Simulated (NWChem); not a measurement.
Molecule: GaF3; SMILES [F][Ga]([F])[F]

```xyz
4

Ga     0.0000     0.0000     0.0000
F     -1.6856     0.4564     0.0000
F      1.2380     1.2316     0.0000
F      0.4476    -1.6880     0.0000
```
Atoms are numbered in this order, from 1.

Results from NWChem. Geometry: optimised at PBE-D3(BJ)/def2-SVP. B3LYP is NWChem's, with the RPA form of VWN correlation. Static field.

For level B3LYP/def2-TZVPD:

| Property | Result |
|---|---|
| isotropic polarisability (bohr³) | 25.6 |

**Question.** How do the values read with level B3LYP/def2-SVP instead?

**Answer.** 
| Quantity | Result |
|---|---|
| isotropic polarisability (bohr³) | 18.4 |
